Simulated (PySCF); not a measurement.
**¹⁹F chemical shifts**

Equivalent nuclei averaged, a single conformation, gas phase, non-relativistic. GFN2-xTB geometry; σ from GIAO-PBE0/pcSseg-1; PySCF.

Shieldings were converted by a linear fit to measured shifts: ¹⁹F (scatter 6.0 ppm rms, 7.0 ppm with the 5 outliers that the fit left out vs CFCl3, solution or neat liquid, with a term for F on sp3 carbon). A few per cent of atoms miss by over 2 rms, more outside the fitted compound classes.

**Question.** Give the ¹⁹F shifts of `O=C(C=C(F)F)OC1CC1`, `FC[C@@]12CCC[C@@H]1[C@H]2Cl`.

**Answer.** 
| compound | environment | δ (ppm) |
| --- | --- | --- |
| [O:1]=[C:2]([CH:3]=[C:4]([F:5])[F:6])[O:7][CH:8]1[CH2:9][CH2:10]1 | F6: vinylic fluorine | -59.4 |
| [O:1]=[C:2]([CH:3]=[C:4]([F:5])[F:6])[O:7][CH:8]1[CH2:9][CH2:10]1 | F5: vinylic fluorine | -68.6 |
| FC[C@@]12CCC[C@@H]1[C@H]2Cl | fluorine on an sp3 carbon | -234.0 |

**Question.** Order these by ¹⁹F shift, lowest first.
A. C=CC1(C(=O)F)CC1
B. C=CC1=CCO[C@@H]1F
C. C#C/C(C)=C(/F)OC
D. C=C[C@H]1COC=C1F
E. C[SiH2][C@@H]([SiH3])C(F)(F)F
F. F[C@@H]1C=C[C@]12CCO2

**Answer.** D (-181.7 ppm, vinylic fluorine), F (-171.5 ppm, fluorine on an sp3 carbon), B (-109.3 ppm, fluorine on an sp3 carbon), C (-98.2 ppm, vinylic fluorine), E (-53.4 ppm, fluorine of a CF3 group), A (0.8 ppm, fluorine bonded to C).
